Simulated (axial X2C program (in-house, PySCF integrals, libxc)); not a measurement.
**Which molecule gave these maps?**

PBE0 fields computed with an in-house all-electron X2C program for linear molecules (integrals from PySCF), spin-free, near the equilibrium distance, one atom at z = 0.

The maps cover the half plane through the axis: z from -2.4 to 3.9 Å along the bond, ρ from 0.15 to 2.25 Å away from it (steps of 0.3 Å, the bottom row nearest the axis).

log10 of the density in e/bohr³:

digits 0 to 9 span -5.13 to 1.72 evenly
```
2233333333333222211000
2333334444333332221100
3333344444444333322110
3333444555444444332211
3334445555555554433221
3334456666656655543321
3344456777666666544322
3344567898767876554322
```

Electron localisation function (collinear form, no current term, damped to 0 at low density):

digits 0 to 9 span 0.00 to 1.00 evenly
```
2455555443210000000000
4666555443210000000000
6665444433211110000000
7654323332222333210000
7642112343235666542100
7641002575247788764200
7631015756457689886310
7531148162665619987410
```

Problem. Which molecule is it?
A. SeF⁻
B. Ga₂⁻
C. LiZn⁻
D. RuN⁻

Solution. D. RuN⁻, with Ru at z = 0 and N at z = 1.556 Å, state M_S = 0, Λ = 0 (closed shell), basis Ru dyall-acv3z [13s13p9d5f3g], N dyall-av3z [7s7p3d2f] (cores contracted in-house). The state is one determinant whose occupation by symmetry is held fixed; it was picked as the lowest of a PBE0 search that is not exhaustive. The highest occupied level of some functionals is positive through self-interaction error; at Hartree–Fock it is bound.
